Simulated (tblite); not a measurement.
Species: C5H10BO2 (charge +1).
SMILES with atom numbers: `[CH3:1][C+:2]([CH3:3])/[CH:4]=[CH:5]/[B:6]([OH:7])[OH:8]` (hydrogens: H9, H10, H11 on C1; H12, H13, H14 on C3; H15 on C4; H16 on C5; H17 on O7; H18 on O8)

Structure used (GFN2-xTB), in Å, numbered top down from 1:
```
atom  x, y, z in Å
C1    -1.9460   -1.6877   -0.4685
C2    -1.2959   -0.4503   -0.0541
C3    -2.0921    0.6307    0.5206
C4     0.1044   -0.3500   -0.2343
C5     0.8694    0.7309    0.0697
B6     2.4508    0.7733   -0.1681
O7     2.9957   -0.3334   -0.6933
O8     3.0463    1.9140    0.1878
H9    -1.5071   -2.5338    0.0704
H10   -3.0221   -1.6829   -0.3209
H11   -1.7151   -1.8997   -1.5169
H12   -1.6953    0.9364    1.4912
H13   -3.1391    0.3618    0.6280
H14   -2.0202    1.5235   -0.1071
H15    0.6111   -1.2086   -0.6573
H16    0.4153    1.6197    0.4885
H17    3.9393   -0.3692   -0.8577
H18    3.9918    2.0316    0.0839
```

All values are computed: GFN2-xTB (tblite) harmonic vibrations without scaling, gas phase. This tight-binding method is rough: wavenumbers can miss measured ones by several per cent, in bad cases by 10 to 20. One conformer, not necessarily the lowest. The optimisation stopped once no atom felt more than 0.01 eV/Å.

Lowest wavenumbers of the output (negative numbers stand for imaginary wavenumbers):
```
mode    cm-1
  1    -136.8
  2     -49.2
  3      29.8
  4      97.5
  5     100.7
  6     111.7
  7     234.3
  8     308.4
  9     420.3
 10     431.6
```

**Question.** Is this structure a minimum?

**Answer.** No. 2 modes are imaginary beyond 20i (137i and 49i cm⁻¹), so at this level the point lies at or near a saddle of order 2.

**Question.** Which atoms move in the imaginary modes?

**Answer.** 137i: H14 (methyl hydrogen) 20 %, H12 (methyl hydrogen) 18 %, H13 (methyl hydrogen) 16 %, H9 (methyl hydrogen) 14 %; 49i: H9 (methyl hydrogen) 18 %, H14 (methyl hydrogen) 18 %, H11 (methyl hydrogen) 18 %, H12 (methyl hydrogen) 17 %. These are shares of the mass-weighted motion.

**Question.** What is the remedy?

**Answer.** Step along such a mode in both directions, optimise again with tighter thresholds and repeat the frequencies. The zero-point energy of this point (89.2 kcal/mol) counts the 46 real modes alone, and thermal corrections from it aren't those of a minimum.

Time: 2.1 s wall, 1.8 s CPU. Hardware: AMD EPYC 7R43, one thread, no GPU, shared host with 256 logical CPUs at a one-minute load of 271. The figure is for the frequency step alone.
